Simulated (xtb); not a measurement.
C₆H₇, SMILES [C]1=CCCC=C1 (connectivity only; charge and spin as stated), charge +1, multiplicity 1. All values are semi-empirical tight-binding results from xtb (GFN2-xTB unless named), good for trends rather than for accurate numbers. Coordinates come from a GFN2-xTB optimisation. The multiplicity is an assumed one; no other spin state was optimised. The isomer is the one that the SMILES or the coordinates give; other isomers of the formula were not compared. The values are those of a single conformer.

Optimised geometry:

```xyz
13

C      0.5381    -1.1347     0.2850
C     -0.7183    -1.3035     0.3783
C     -1.3401    -0.0538    -0.3347
C     -0.5233     1.2159    -0.0700
C      0.9546     1.0206    -0.1525
C      1.5134    -0.1983     0.0482
H     -1.3574    -2.0779     0.7534
H     -1.4183    -0.2635    -1.4050
H     -2.3462     0.0333     0.0788
H     -0.8338     1.9854    -0.7799
H     -0.7355     1.6032     0.9365
H      1.5852     1.8577    -0.4196
H      2.5593    -0.4157    -0.0903
```
Charge +1, spin multiplicity 1.

Question: Estimate the properties. (An estimate is asked for; the answer gives what the named calculation found.)

Answer: 
```yaml
orbital_gap: 1.51 eV
zero_point_energy: 65.5 kcal/mol
G − E(el) at 298.15 K (modified RRHO): 47.5 kcal/mol
static polarisability (D4 model): 61.0 bohr³
solvation energy, GFN2-xTB/ALPB(water): -54.4 kcal/mol
solvation energy, GFN2-xTB/ALPB(acetonitrile): -49.9 kcal/mol
```

Question: Give the IR lines (harmonic; lines under 4 % of the strongest left out, lines within 3 cm⁻¹ merged). (An estimate is asked for; the answer gives what the named calculation found.)

Answer: ν (cm⁻¹): 192 (w), 295 (w), 485 (w), 638 (m), 686 (m), 721 (m), 822 (w), 854 (w), 861 (w), 921 (m), 972 (m), 983 (w), 1080 (w), 1128 (w), 1162 (w), 1238 (w), 1300 (m), 1402 (w), 1420 (m), 1515 (s), 1873 (vs), 2987 (w), 2996 (w), 3067 (m), 3102 (s), 3145 (vs) (against the strongest line: vs over 80 %, s over 45 %, m over 15 %, w over 4 %, vw less)

Question: Give the atomic charges and the Wiberg bond orders between heavy atoms. (Estimate from the structure and the level; the computed values follow.)

Answer: charges (e) C1 0.14, C2 0.01, C3 -0.04, C4 -0.08, C5 0.02, C6 0.00, H7 0.17, H8 0.11, H9 0.14, H10 0.12, H11 0.12, H12 0.13, H13 0.16. Bond orders C1–C2 2.04, C2–C3 0.79, C3–C4 1.01, C4–C5 1.05, C1–C6 1.31, C5–C6 1.63.
